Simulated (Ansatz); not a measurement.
System: C2H10P2Si (charge 0, singlet). SMILES: P[Si](C)(P)C
Structure (B3LYP-D3(BJ)/def2-TZVP (Ansatz, a program for electronic structure) minimum search):
```
Si
C 1 1.8780
H 2 1.0912 1 111.26
H 2 1.0921 3 108.17 1 -121.72
H 2 1.0925 3 107.93 4 -116.65
C 1 1.8783 2 110.60 3 -178.55
H 6 1.0911 1 111.16 2 179.47
H 6 1.0921 7 107.91 1 -121.23
H 6 1.0926 7 108.20 8 -116.91
P 1 2.2708 2 107.80 3 57.28
H 10 1.4190 1 94.16 2 171.72
H 10 1.4220 11 93.70 1 95.41
P 1 2.2720 2 107.93 3 -61.00
H 13 1.4189 1 94.84 2 73.92
H 13 1.4194 14 93.85 1 -95.07
```

Parts of the frozen-core correlation energy in aug-cc-pV(D+d)Z (Ansatz, hartree). Frozen orbitals: 17; correlated occupied orbitals by spin: 16 and 16; virtual: 199 and 199. No spin-orbit coupling. Non-relativistic.

| term | value |
|---|---|
| reference (HF) | -1052.02564 |
| MP2 opposite-spin | -0.52944 |
| MP2 same-spin | ? |
| CCSD correlation | ? |
| (T) | ? |
| T1 diagnostic | 0.013 |
| largest doubles amplitude | 0.010 |

Question: Fill in the missing entries.

Answer: 
- MP2 same-spin, value: -0.14821
- CCSD correlation, value: -0.76390
- (T), value: -0.02790
